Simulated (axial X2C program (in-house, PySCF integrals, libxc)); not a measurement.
# Working with the constants of GeTe

A bond curve at the PBE0 level, two-component, was computed with an in-house all-electron X2C program for linear molecules (integrals from PySCF) (basis Te dyall-cv3z [11s12p8d4f1g], Ge dyall-cv3z [9s9p7d4f1g] (cores contracted in-house)) for the state Ω = 0 (closed shell). Its fit gives Re = 2.3398 Å, ωe = 329.7 cm⁻¹, ωexe = 0.543 cm⁻¹ and αe = 1.556e-04 cm⁻¹; the masses are 129.9062 and 73.9212 u. Two-component means X2C with spin–orbit coupling and atomic mean-field Coulomb and Gaunt terms.

Problem. Find the reduced mass, Be and the force constant.

Solution. From the PBE0 values: μ = 47.1125 u. Be = 16.8576/(μ Re²) = 0.06536 cm⁻¹. k = 5.8918×10⁻⁷ μ ωe² = 3.02 mdyn/Å.

Problem. Estimate the centrifugal constant by the Kratzer relation.

Solution. D = 4Be³/ωe² = 1.03e-08 cm⁻¹.

Problem. Give B0, the J = 1←0 line in GHz and the most populated J at 300 K (kT = 208.5 cm⁻¹).

Solution. B0 = Be − αe/2 = 0.06528 cm⁻¹; 2B0 = 3.914 GHz; J(max) ≈ √(kT/2B0) − 1/2 = 39.5, so J = 39.

Problem. A Morse curve ties αe to the other constants (Pekeris). How well does that hold?

Solution. αe(Morse) = 6Be²/ωe × (√(ωexe/Be) − 1) = 1.463e-04 cm⁻¹; the PBE0 curve gives 1.556e-04 cm⁻¹, a ratio of 0.94.

Problem. Where do the fundamental and the first overtone lie?

Solution. ν(1←0) = ωe − 2ωexe = 328.6 cm⁻¹; ν(2←0) = 2ωe − 6ωexe = 656.1 cm⁻¹.

The state is one determinant whose occupation by symmetry is held fixed; it was picked as the lowest of a PBE0 search that is not exhaustive.
